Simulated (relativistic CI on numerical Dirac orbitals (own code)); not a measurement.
**Ni⁴⁺ in a cubic cluster: 1s photoemission with charge transfer**

Computed with a charge-transfer multiplet model of a cubic metal-ligand cluster with up to 2 ligand holes, Slater and spin-orbit integrals from Dirac-Coulomb-Breit ions, Slater integrals scaled by 0.7. The ground state mixes d6 with configurations of k ligand holes L, whose averages lie at kΔ + k(k − 1)U_dd/2; a core hole lowers each added d electron by U_cd. 300 K, Lorentzian 1.1 eV and Gaussian 0.6 eV FWHM.

Atomic integrals in eV (Slater integrals scaled, ζ unscaled), ground: F2dd 9.934, F4dd 6.234, zeta_d 0.099; with the core hole: F2dd 11.038, F4dd 6.951, zeta_d 0.134, G2cd 0.068.

Cluster parameters (eV): U_dd = 6.3, U_cd = 8.2, 10Dq = 1.65, 10Dq(ligand) = 0.3, V(eg) = 3.55, V(t2g) = -1.82, final-state hopping factor = 1.

```
       Case   n_d    d6   d7L  d8L2     S
Δ = -0.6 eV  6.87  0.29  0.55  0.16  0.03
 Δ = 1.4 eV  6.73  0.38  0.51  0.11  0.03
 Δ = 2.4 eV  6.66  0.43  0.48  0.09  0.03
 Δ = 3.4 eV  6.60  0.48  0.45  0.07  0.04
 Δ = 4.4 eV  6.53  0.53  0.41  0.06  0.04
```

Weights, n_d and S are thermal averages at 300 K. Binding energies count from the first peak over 30 % of the highest in each spectrum, which can be another peak from case to case. The parameters are a model scan and need not match a compound or its usual spin state. Peaks in eV (height, largest 100):
- Δ = -0.6 eV: 0.0 (100), 14.7 (13)
- Δ = 1.4 eV: 0.0 (100), 14.0 (13)
- Δ = 2.4 eV: 0.0 (100), 13.7 (13)
- Δ = 3.4 eV: 0.0 (100), 11.6 (6), 13.4 (14)
- Δ = 4.4 eV: 0.0 (100), 12.3 (11), 13.4 (11)

Curve for Δ = 3.4 eV (points under 2 left out, the grid thinned):

(E (eV), Intensity): (-3.3, 3.2), (-3.0, 3.8), (-2.7, 4.7), (-2.4, 5.9), (-2.1, 7.7), (-1.8, 10.3), (-1.5, 14.4), (-1.2, 21.5), (-1.0, 29.1), (-0.7, 47.5), (-0.4, 74.7), (-0.1, 97.5), (0.2, 94.5), (0.5, 69.0), (0.8, 43.1), (1.1, 26.6), (1.4, 17.3), (1.7, 12.0), (2.0, 8.8), (2.3, 6.7), (2.6, 5.3), (2.9, 4.3), (3.1, 3.8), (3.4, 3.1), (3.7, 2.7), (4.0, 2.3), (4.3, 2.0), (10.5, 2.6), (10.8, 3.6), (11.1, 4.9), (11.4, 5.7), (11.7, 5.9), (12.0, 5.7), (12.3, 6.1), (12.6, 7.5), (12.9, 10.2), (13.2, 12.8), (13.4, 13.6), (13.7, 12.5), (14.0, 9.6), (14.3, 7.0), (14.6, 5.2), (14.9, 4.0), (15.2, 2.9), (15.5, 2.1)

For the case Δ = 1.4 eV, Δ = 1.4 eV is smaller than U_dd = 6.3 eV, the charge-transfer side of the Zaanen-Sawatzky-Allen scheme. With the core hole the configuration with one ligand hole lies at Δ − U_cd = -8.8, -6.8, -5.8, -4.8, -3.8 eV from the one without, in the order of the table; where this is negative the screened configuration lies lower, though the effective hopping of about 6.4 eV (from the holes of the mixed ground state) mixes the two strongly wherever it is as large as the gap.

With at most 2 ligand holes the space is cut while the next configuration still counts, so covalency is underestimated, and a final configuration with one more ligand hole, which can lie low, is missing from the spectra.
